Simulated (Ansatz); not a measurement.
`O=C=[N][AlH][Cl]` + `N[SiH3]` → `[SiH3][NH][AlH][Cl]` + `N=C=O` at 500 K and 1 bar (ligand exchange at the Al–N bond).

Isolated molecules relaxed with PBE0-D4/def2-TZVP in Ansatz; ΔE leaves out vibrations. CBS: MP2 limit from def2 TZ/QZ plus the TZ coupled-cluster correction, frozen cores. This one scheme is used for every species. One conformer a species, not always the lowest.

```csv
species,CCSD(T)/CBS energy (Eh),H − E (kJ/mol),S (J/(mol·K))
`O=C=[N][AlH][Cl]`,-870.43852,95.9,389.1
`N[SiH3]`,-346.80422,161.3,303.9
`[SiH3][NH][AlH][Cl]`,-1048.70845,176.4,414.5
`N=C=O`,-168.51995,77.7,264.2
```

H − E and S are ideal-gas, rigid-rotor, harmonic terms from PBE0-D4/def2-TZVP, for one conformer and one mirror image of each species. 1 Eh = 2625.50 kJ/mol, R = 8.31446 J/(mol·K).

Question: By hand: ΔE, ΔH, ΔS and ΔG.

Answer: ΔE = (-1048.70845) + (-168.51995) − (-870.43852) − (-346.80422) = 0.01434 Eh = 37.6 kJ/mol. Δ(H − E) = 176.4 + 77.7 − 95.9 − 161.3 = -3.1, so ΔH = 34.5 kJ/mol. ΔS = 414.5 + 264.2 − 389.1 − 303.9 = -14.3 J/(mol·K). ΔG = 34.5 − 500 × (-14.3)/1000 = 41.6 kJ/mol.

Question: By hand: the equilibrium constant, and the temperature at which ΔG would vanish if ΔH and ΔS stayed fixed.

Answer: log₁₀ K = −ΔG/(RT ln 10) = -4.3. ΔH and −TΔS have one sign here, so there is no such temperature.

The number of gas molecules stays the same, so ΔS is small and ΔH decides. A doubt of 5 kJ/mol in ΔE shifts log₁₀ K by 0.5 here. Other conformers and mirror images would add mixing entropy, several J/(mol·K) or more a flexible species. Modes under 60 cm⁻¹, often nearly free rotors, make the harmonic entropy too high. These are equilibria of isolated gas molecules and say nothing of rates. Largest T1 diagnostic: 0.018 (customary marks: 0.02 for closed shells, 0.045 for open ones).
